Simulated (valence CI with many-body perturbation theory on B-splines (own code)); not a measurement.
Values are calculated unless marked as measured or tabulated.
Hyperfine factors and g values of Pb50+

Level of theory: relativistic CI+MBPT: four valence electrons over a frozen Dirac-Fock core [Ar] 3d10, radial functions for each j: 11 s, 11 p, 10 d, 8 f, 5 g, 2 h, with the one-electron correlation potential Σ1 (screened to all orders), the two-electron term Σ2, the three-electron term Σ3, Breit, model QED; selected single and double excitations, second order for the rest, scaled by the run's own slope (own B-spline code, finite nucleus).

The last digits are not significant, and no measured levels were compared; by estimate large intervals hold to a few tenths of a per cent, small ones and those within an open d or f shell to about a per cent. Among the levels kept, up to 400 cm⁻¹ of a level comes from second order outside the variational space, and about a tenth of that is noise between levels of different J, which matters for small intervals.

A/g_I is the dipole constant over the nuclear g factor μ/I (μ in nuclear magnetons, uniformly magnetised nucleus), B/Q the quadrupole constant per barn. Both hold the static response of the core; the bare values leave it out. Large factors of s and p1/2 electrons are usually good to 5 to 10 %; those of open d and f shells near neutrality can be off by tens of per cent, and small factors of p3/2, d and f electrons come from cancelling terms and can be off by a factor of two or in sign, in half-filled shells by more. B is blank for J = 1/2, where it vanishes, and for nearly pure S terms. Energies count from the lowest level. Levels with J = 0 are left out.

Levels are named by their leading jj configuration (3d3/2^4 stands for four electrons in 3d with j = 3/2), which in mixed levels can hold well under half, so a name can repeat and another be missing. Letters in brackets count levels of one name in rising energy.

| Level | E (eV) | g | A/g_I (MHz) | A/g_I bare | B/Q (MHz/b) | B/Q bare |
| --- | --- | --- | --- | --- | --- | --- |
| (4s^2 4p1/2 4p3/2) J=1 | 161.74 | 1.495 | -117000 | -115000 | 91100 | 88500 |
| (4s^2 4p1/2 4p3/2) J=2 | 166.71 | 1.170 | 293000 | 284000 | 167000 | 162000 |
| (4s 4p1/2^2 4p3/2) J=2 | 279.17 | 1.541 | 737000 | 715000 | 170000 | 165000 |
| (4s 4p1/2^2 4p3/2) J=1 | 296.15 | 1.087 | -550000 | -533000 | 110000 | 107000 |
| (4s^2 4p3/2^2) J=2 | 332.24 | 1.317 | 89800 | 86600 | 15000 | 14600 |
| (4s^2 4p1/2 4d3/2) J=2 | 343.31 | 0.758 | 260000 | 254000 | 37000 | 36500 |
| (4s^2 4p1/2 4d3/2) J=1 | 365.01 | 0.849 | -194000 | -186000 | 16100 | 15900 |
| (4s^2 4p1/2 4d5/2) J=2 | 388.74 | 1.303 | -94600 | -90900 | 18500 | 18400 |
| (4s^2 4p1/2 4d5/2) J=3 | 389.90 | 1.117 | 175000 | 171000 | 20900 | 20800 |
| (4s 4p1/2 4p3/2^2) J=2 [a] | 437.57 | 1.532 | 463000 | 449000 | 52000 | 50600 |
| (4s 4p1/2 4p3/2^2) J=3 | 447.43 | 1.316 | 645000 | 626000 | 10900 | 10700 |
| (4s 4p1/2^2 4d3/2) J=1 | 462.13 | 0.440 | -619000 | -599000 | 15900 | 15800 |
| (4s 4p1/2 4p3/2^2) J=1 [a] | 462.37 | 1.291 | 787000 | 763000 | -134000 | -130000 |
| (4s 4p1/2 4p3/2^2) J=2 [b] | 464.52 | 1.086 | -363 | -485 | -22500 | -22000 |
| (4s 4p1/2 4p3/2^2) J=1 [b] | 466.23 | 1.354 | 222000 | 216000 | 90600 | 88000 |
| (4s 4p1/2^2 4d3/2) J=2 | 466.41 | 1.141 | 682000 | 662000 | 30000 | 29700 |
| (4s 4p1/2^2 4d5/2) J=3 | 505.04 | 1.350 | 458000 | 446000 | 27200 | 27000 |
| (4s 4p1/2^2 4d5/2) J=2 | 514.09 | 1.031 | -396000 | -383000 | 14000 | 14100 |
| (4s^2 4p3/2 4d3/2) J=2 | 523.62 | 1.049 | 49600 | 48500 | -7780 | -7530 |
| (4s^2 4p3/2 4d3/2) J=1 | 525.68 | 1.114 | 74700 | 72900 | -83100 | -81000 |
| (4s^2 4p3/2 4d3/2) J=3 | 525.95 | 1.097 | 72500 | 70800 | 191000 | 186000 |
| (4s^2 4p3/2 4d5/2) J=4 | 547.04 | 1.244 | 44100 | 43200 | 220000 | 214000 |
| (4s^2 4p3/2 4d5/2) J=2 | 552.01 | 1.250 | 52400 | 51700 | -121000 | -117000 |
| (4s^2 4p3/2 4d5/2) J=3 | 567.78 | 1.195 | 48200 | 47300 | 4160 | 4500 |
| (4s^2 4p3/2 4d5/2) J=1 | 571.12 | 1.074 | -27500 | -24700 | 27300 | 26600 |
| (4p1/2^2 4p3/2^2) J=2 | 581.70 | 1.295 | 90800 | 88400 | 24200 | 23600 |
| (4s^2 4p1/2 4f5/2) J=3 | 585.77 | 0.821 | 142000 | 139000 | 18000 | 16700 |
| (4s^2 4p1/2 4f5/2) J=2 | 592.77 | 0.873 | -156000 | -150000 | 5130 | 4380 |
| (4s^2 4p1/2 4f7/2) J=3 | 600.41 | 1.197 | -85500 | -82100 | 8440 | 7100 |
| (4s^2 4p1/2 4f7/2) J=4 | 600.59 | 1.084 | 134000 | 131000 | 10100 | 8570 |
| (4s 4p1/2 4p3/2 4d3/2) J=1 [a] | 613.97 | 1.149 | 292000 | 284000 | -86100 | -83800 |
| (4s 4p1/2 4p3/2 4d3/2) J=2 [a] | 614.66 | 1.097 | 244000 | 237000 | -42200 | -41000 |
| (4s 4p1/2 4p3/2 4d3/2) J=3 [a] | 618.16 | 1.146 | 415000 | 403000 | 35000 | 34200 |
| (4s 4p3/2^3) J=2 | 622.73 | 1.433 | 729000 | 707000 | -183000 | -178000 |

Question: Take the isotope of mass number 207, with I = 1/2, μ = 0.5906 μN. What is the hyperfine structure of (4s^2 4p1/2 4d5/2) J=2?

Answer: From the table A = -112000 MHz. Shifts from the centre of gravity in MHz: F = 3/2: 168000, F = 5/2: -112000.
